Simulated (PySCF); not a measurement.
From computed data to an observable: entropy of an ideal gas

C₂HCl₂, SMILES C(=[CH])(Cl)Cl, multiplicity 2.

The structure is a stationary point at PBE0-D3(BJ)/def2-SVP. The isomer is the one that the SMILES or the coordinates give; other isomers of the formula were not compared.

PBE0-D3(BJ)/def2-SVP (PySCF) gives the harmonic wavenumbers 293, 340, 467, 601, 636, 703, 892, 1678, 3336 cm⁻¹ and the rotational temperatures 0.3869, 0.1603, 0.1134 K. The molar mass is 95.93 g/mol, the symmetry number 1, the spin multiplicity 2.

Question: Work out the entropy at 298.15 K and 1 atm in the rigid-rotor, harmonic-oscillator model.

Answer: 
Translation (Sackur–Tetrode at 1 atm): S = R[1.5 ln M + 2.5 ln T − 1.16487] = 165.7 J/(mol K).
Rotation: q = (√π/σ) T^1.5/√(θA θB θC) = 109000, S = R[ln q + 3/2] = 108.9 J/(mol K).
Vibration: with u = 1.4388 ν/T, each mode gives R[u/(e^u − 1) − ln(1 − e^−u)]:
```tsv
ν (cm⁻¹)	modes	u	S (J/(mol K))
293	1	1.41	6.09
340	1	1.64	5.07
467	1	2.25	3.12
601	1	2.90	1.87
636	1	3.07	1.64
703	1	3.39	1.27
892	1	4.30	0.60
1678	1	8.10	0.02
```
The stiffer modes add less than 0.005 each. Sum 19.7 J/(mol K).
Spin: R ln 2 = 5.8 J/(mol K).
Total 300.0 J/(mol K); the program's own thermochemistry gives 300.0. Translation makes up 55 % and vibration 7 %. Anharmonicity, hindered rotation and orbital degeneracy are left out.
